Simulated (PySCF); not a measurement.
Numbering as in the mapped SMILES `[Cl:1][SiH2:2][C@@H:3]1[SiH2:4][C@H:5]1[C:6]#[C:7][CH:8]1[CH2:9][CH2:10]1`; H(Xn) means a hydrogen on atom n. Ha(C9), Ha(C10) are cis to C7 on the ring; Ha(Si4) is cis to Si2 on the ring; Ha(Si2) is pro-R; Hb(Si2) is pro-S; Hb(C9), Hb(C10) are trans to C7 on the ring; Hb(Si4) is trans to Si2 on the ring.

PySCF 2.14 calculation with PBE0/pcSseg-1 with gauge-including orbitals and coordinates at the GFN2-xTB level; one computed conformer, non-relativistic Hamiltonian, gas phase.

δ = σ(ref) − σ, references computed at the same level: $^{13}$C (186.93 ppm), $^{1}$H (31.72 ppm), $^{29}$Si (349.16 ppm) vs TMS; $^{35}$Cl (949.78 ppm) against HCl.

```
  atoms    nucleus  count  δ (ppm)
     C5   $^{13}$C      1      1.4
     C9   $^{13}$C      1     10.7
     C7   $^{13}$C      1     87.8
Ha(Si2)    $^{1}$H      1     5.58
Ha(Si4)    $^{1}$H      1        ?
Hb(Si2)    $^{1}$H      1        ?
  H(C8)    $^{1}$H      1        ?
    Si2  $^{29}$Si      1    -16.0
Ha(C10)    $^{1}$H      1     0.44
     C3   $^{13}$C      1      8.8
  H(C5)    $^{1}$H      1     1.39
     C6   $^{13}$C      1     83.4
Hb(C10)    $^{1}$H      1        ?
    Si4  $^{29}$Si      1   -131.6
  H(C3)    $^{1}$H      1     0.45
 Hb(C9)    $^{1}$H      1        ?
    C10   $^{13}$C      1        ?
    Cl1  $^{35}$Cl      1      -45
Hb(Si4)    $^{1}$H      1        ?
 Ha(C9)    $^{1}$H      1     0.44
     C8   $^{13}$C      1      2.7
```

Estimate the values marked ?.

## Answers


- C10: 10.8 ppm, three-membered-ring carbon; carbons of three-membered rings are unusually shielded
- Hb(Si2): 4.61 ppm, hydrogen on a silicon bonded to C, Cl
- Ha(Si4): 2.91 ppm, hydrogen on a silicon bonded to 2 C, in a 3-membered ring
- Hb(Si4): 2.90 ppm, hydrogen on a silicon bonded to 2 C, in a 3-membered ring
- H(C8): 1.34 ppm, hydrogen on a three-membered-ring carbon; cyclopropane-type protons are shielded by the ring
- Hb(C9): 0.67 ppm, hydrogen on a three-membered-ring carbon; cyclopropane-type protons are shielded by the ring
- Hb(C10): 0.63 ppm, hydrogen on a three-membered-ring carbon; cyclopropane-type protons are shielded by the ring

Shifts are as computed. Against solution values, carbons near 30 ppm lie about +3 ppm off and those near 130 ppm about +5 ppm. Of 1309 compounds with measured shifts, 239 miss one by over three times the rms of a fit or turn the order of signals round; such compounds aren't used in these exercises.
